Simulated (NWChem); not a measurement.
Si2NH6OCl; SMILES N[Si@](O)([SiH3])Cl

```xyz
11

N     -1.3812    -0.5908    -1.3094
Si    -0.3981    -0.1049     0.0146
O     -1.2922    -0.0590     1.4090
Si     0.6767     1.9658    -0.0921
Cl     1.0809    -1.5720     0.0889
H     -2.1471    -0.0109    -1.6341
H     -0.9949    -1.1624    -2.0515
H     -1.8730    -0.8163     1.5488
H     -0.3243     3.0695    -0.2397
H      1.5741     1.9851    -1.2889
H      1.4965     2.2128     1.1323
```
Atoms are numbered in this order, from 1.

All runs: NWChem. Geometry: optimised at PBE0/def2-SVP. Hybrids' shares of exact exchange are those that their runs print; pure functionals count as 0. The functionals differ in more than this share.

```csv
row,share of exact exchange,orbital gap (eV)
PBE/def2-TZVP,0.00,5.57
TPSSh/def2-TZVP,0.10,withheld
B3LYP/def2-TZVP,0.20,7.30
PBE0/def2-TZVP,0.25,7.72
```

Q: Fit a straight line of the last column on the one before it, predict the withheld value, and compare with the run.

A: 
1. Means of the 3 shown rows: x = 0.150, y = 6.863. Slope Σ(x − x̄)(y − ȳ)/Σ(x − x̄)² = 0.3015/0.03500 = 8.614; intercept 5.571.
2. The shown rows scatter about the line by 0.004 (root mean square); the largest residual is +0.01, at B3LYP/def2-TZVP.
3. At x = 0.10 (TPSSh/def2-TZVP; inside the shown range) the line gives 6.43.
4. The run gives 6.70, +0.27 from the line.
